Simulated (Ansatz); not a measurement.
Relaxation of C2H5NSi (9 atoms, charge 0, multiplicity 1), to a largest force component of 0.02 eV/Å in at most 40 steps.

Method: RKS PBE/6-31G* (Ansatz 0.2.0).

```xyz
9
Properties=species:S:1:pos:R:3
C 0.019 0.597 -2.350
C 0.222 0.476 -1.171
Si 0.500 0.247 0.654
N -0.604 -0.840 1.413
H -0.150 0.717 -3.382
H 0.298 1.541 1.308
H 1.828 -0.342 0.837
H -0.541 -1.822 1.202
H -1.572 -0.573 1.488
```

**Question.** Where does it end, and by what steps?

**Answer.** It converged. After 4 steps the energy has fallen by 0.092 eV; N4 moved furthest, 0.05 Å.

| step | energy less start (eV) | largest force component (eV/Å) | accepted |
| --- | --- | --- | --- |
| 0 | 0.0000 | 2.763 | yes |
| 1 | -0.0861 | 0.352 | yes |
| 2 | -0.0905 | 0.120 | yes |
| 3 | -0.0913 | 0.055 | yes |
| 4 | -0.0919 | 0.010 | yes |

```xyz
9
Properties=species:S:1:pos:R:3
C 0.022 0.604 -2.365
C 0.223 0.470 -1.162
Si 0.480 0.231 0.648
N -0.615 -0.862 1.454
H -0.145 0.729 -3.421
H 0.329 1.568 1.305
H 1.862 -0.310 0.840
H -0.560 -1.849 1.195
H -1.596 -0.581 1.508
```

The run took 7.4 s on 1 thread of Arm Neoverse V2 (shared host), peak memory 0.12 GiB.
